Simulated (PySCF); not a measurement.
HNSi, SMILES N#[SiH]. Atoms are numbered in the order given.

```xyz
3

H      0.0000     0.0000    -1.9120
Si     0.0000     0.0000    -0.4289
N      0.0000     0.0000     1.1310
```

The structure is a stationary point at B3LYP-D3(BJ)/def2-TZVPD.

Computed with PBE0/pcSseg-2 (PySCF).

GIAO shieldings, no solvent; atoms alike by connectivity are averaged. δ = σ(ref) − σ: ¹H against TMS (σ = 31.54 ppm); ²⁹Si against TMS (σ = 341.9 ppm); ¹⁵N against NH3 (σ = 263.3 ppm), references at their B3LYP-D3(BJ)/def2-TZVP geometries, non-relativistic.

```csv
nucleus,atoms,count,δ (ppm)
¹H,H1,1,7.56
²⁹Si,Si2,1,30.0
¹⁵N,N3,1,521.7
```
